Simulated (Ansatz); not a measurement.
AlClFHS, SMILES `[F][Al]([SH])[Cl]`, 5 atoms. Total charge 0; spin multiplicity 1. All runs use 2 threads of a server CPU on a shared host. Correlated methods freeze the cores. Open-shell runs search over several starts.

How many basis functions does each run have, and how long does it take in Ansatz? RHF-MP2/def2-QZVPP energy; RKS SPW92/def2-TZVPP energy; RKS PBE0-D4/def2-TZVP frequencies; direct RPA on PBE orbitals/def2-TZVPP energy; UKS B2PLYP (frozen core)/def2-TZVPP energy of the cation; RKS PBE0-D4/def2-QZVPP energy; RKS ωB97M-V/def2-SVP energy; UKS PBE-D4/def2-TZVPP energy of the cation; RKS BLYP-D4/def2-TZVPP energy; UKS r2SCAN-D4/def2-TZVPP energy of the cation; RKS ωB97M-V/def2-QZVPP energy; RKS PBE0-D4/def2-SVP energy. (Estimate.)

Computed: Other jobs shared the machine, so times are rough.

| level | job | functions | wall time | peak host memory (GiB) |
| --- | --- | --- | --- | --- |
| RKS PBE0-D4/def2-SVP | energy | 73 | 1.1 s | 0.13 |
| RKS SPW92/def2-TZVPP | energy | 171 | 1.6 s | 0.19 |
| RKS BLYP-D4/def2-TZVPP | energy | 171 | 1.9 s | 0.2 |
| direct RPA on PBE orbitals/def2-TZVPP | energy | 171 | 4 s | 0.27 |
| RKS ωB97M-V/def2-SVP | energy | 73 | 6 s | 0.2 |
| RKS PBE0-D4/def2-QZVPP | energy | 297 | 7.5 s | 0.81 |
| RHF-MP2/def2-QZVPP | energy | 297 | 11 s | 0.9 |
| UKS B2PLYP (frozen core)/def2-TZVPP | energy of the cation | 171 | 11 s | 0.53 |
| RKS ωB97M-V/def2-QZVPP | energy | 297 | 17 s | 0.95 |
| UKS PBE-D4/def2-TZVPP | energy of the cation | 171 | 17 s | 0.43 |
| UKS r2SCAN-D4/def2-TZVPP | energy of the cation | 171 | 22 s | 0.35 |
| RKS PBE0-D4/def2-TZVP | frequencies | 148 | 66 s | 0.33 |
